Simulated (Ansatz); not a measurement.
Reaction (atomization): `O[SiH2]S[SiH2]F` → F• + 5 H• + O• + S• + 2 Si•

Isolated molecules relaxed with PBE0-D4/def2-TZVP in Ansatz; ΔE leaves out vibrations. CCSD(T)/CBS is the MP2 limit (def2-TZVPP, def2-QZVPP) plus CCSD(T) − MP2 in def2-TZVPP, frozen cores. This one scheme is used for every species, atoms too. For atomizations the MP2-based limit and the directly extrapolated one differ by several kJ/mol either way, and by 10 to 25 for some Ge, Se and Sn compounds, so smaller differences from it don't rank the levels. DFT in def2-TZVPP. B3LYP here is the variant with VWN-RPA as its local correlation; programs differ in this. No spin–orbit coupling; open shells (•) take unrestricted orbitals. Spin–orbit coupling would lower the free atoms: a little for F, O, S, Si. One conformer a species, not always the lowest.

`O[SiH2]S[SiH2]F`:

```xyz
10

O     1.999    0.851    0.100
Si    0.509    1.367   -0.330
S    -1.014    0.726    1.048
Si   -1.107   -1.263    0.347
F     0.378   -1.882    0.322
H     2.112   -0.096    0.220
H     0.533    2.842   -0.281
H     0.122    0.856   -1.671
H    -1.600   -1.348   -1.044
H    -1.930   -2.052    1.288
```

(1) What is ΔE at CCSD(T)/CBS? (Estimate.)

(2) What do these levels give: PBE0-D4, B3LYP-D4, ωB97M-V, B2PLYP, PBE, B3LYP, MP2/def2-TZVPP, CCSD(T)/def2-TZVPP, HF/def2-QZVPP, SCS-MP2/def2-QZVPP, HF/CBS(def2), CCSD/CBS(def2)? (An estimate is asked.)

Largest T1 diagnostic among the species: 0.012.

Answers

(1) Computed: +3502.6 kJ/mol.

(2) The calculation gave: PBE0-D4 3433.6, B3LYP-D4 3457.7, ωB97M-V 3497.6, B2PLYP 3428.0, PBE 3457.0, B3LYP 3414.1, MP2/def2-TZVPP 3456.1, CCSD(T)/def2-TZVPP 3388.1, HF/def2-QZVPP 2565.7, SCS-MP2/def2-QZVPP 3515.9, HF/CBS(def2) 2567.1, CCSD/CBS(def2) 3453.3 kJ/mol.

The D4 term adds +43.6 kJ/mol with B3LYP and +22.8 kJ/mol with PBE0; it sums over pairs of atoms, weighted by their polarisabilities, and B3LYP, whose exchange is more repulsive, gets the larger term. From PBE to PBE0 (25 % exact exchange), in def2-TZVPP and without D4, ΔE moves by −46.2 kJ/mol: exact exchange takes away binding that semilocal exchange gives to molecules.
